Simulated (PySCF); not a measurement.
Computed Raman spectrum (relative Raman activity) of a molecule CH₃NO₂Si. Coordinates come from a r2SCAN-D4/def2-SVP optimisation. Other conformers were not sampled. Level of theory: PySCF with r2SCAN-D4/def2-SVP. Frequencies are harmonic and unscaled.

```json
[
 {"ν (cm⁻¹)": "278", "relative intensity": "2.3"},
 {"ν (cm⁻¹)": "511", "relative intensity": "2.2"},
 {"ν (cm⁻¹)": "528", "relative intensity": "2.5"},
 {"ν (cm⁻¹)": "627", "relative intensity": "3.7"},
 {"ν (cm⁻¹)": "689", "relative intensity": "9.1"},
 {"ν (cm⁻¹)": "753", "relative intensity": "8.4"},
 {"ν (cm⁻¹)": "816", "relative intensity": "5.8"},
 {"ν (cm⁻¹)": "906", "relative intensity": "12"},
 {"ν (cm⁻¹)": "927", "relative intensity": "8.1"},
 {"ν (cm⁻¹)": "982", "relative intensity": "4.1"},
 {"ν (cm⁻¹)": "1198", "relative intensity": "3.8"},
 {"ν (cm⁻¹)": "2265", "relative intensity": "100"},
 {"ν (cm⁻¹)": "2345", "relative intensity": "87"},
 {"ν (cm⁻¹)": "2376", "relative intensity": "51"},
 {"ν (cm⁻¹)": "3879", "relative intensity": "56"}
]
```

Question: Which molecule gave these data?
(A) O[Si@H]1N=CO1
(B) O=C=N[SiH2]O
(C) N#CO[SiH2]O

Answer: C, N#CO[SiH2]O
